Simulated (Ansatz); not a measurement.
**Worked example: C3H6F2O + GeHF3 → C3H7FO + GeF4**

Species: C3H6F2O `CC(F)OCF`, singlet; GeHF3 `[F][GeH]([F])[F]`, singlet; C3H7FO `COC(C)F`, singlet; GeF4 (tetrafluorogermane) `[F][Ge]([F])([F])[F]`, singlet. The partners trade F for H: C–F and Ge–H bonds give way to C–H and Ge–F.

Shapes, held fixed at every level: PBE0-D4/def2-TZVP. Flexible molecules stand in one conformer, not always the lowest. Programs: Ansatz 0.2.0. The zero-point and thermal change to 298 K, harmonic and unscaled (PBE0-D4/def2-TZVP), is +4.2 kJ/mol.

At CCSD(T)/def2-TZVPP; 1 Eh = 2625.50 kJ/mol:

| species | energy (Eh) |
| --- | --- |
| C3H6F2O | -392.324579 |
| GeHF3 | -2375.552476 |
| C3H7FO | -293.179020 |
| GeF4 | -2474.735624 |

Problem. Work out ΔH(298 K) of the reaction at this level.

Solution. 
1. Products less reactants: (-293.179020) + (-2474.735624) − [(-392.324579) + (-2375.552476)] = -0.037589 Eh = -98.7 kJ/mol.
2. With the thermal change: -98.7 + (+4.2) = -94.5 kJ/mol.

Other levels give -101.9 (MP2/def2-TZVPP) to -69.9 kJ/mol (SPW92/def2-TZVPP). No measured value is set beside it here. Relativity is left out for Ge unless named. Correlated rows may include outer-core shells of Ge, which these sets cover unevenly.
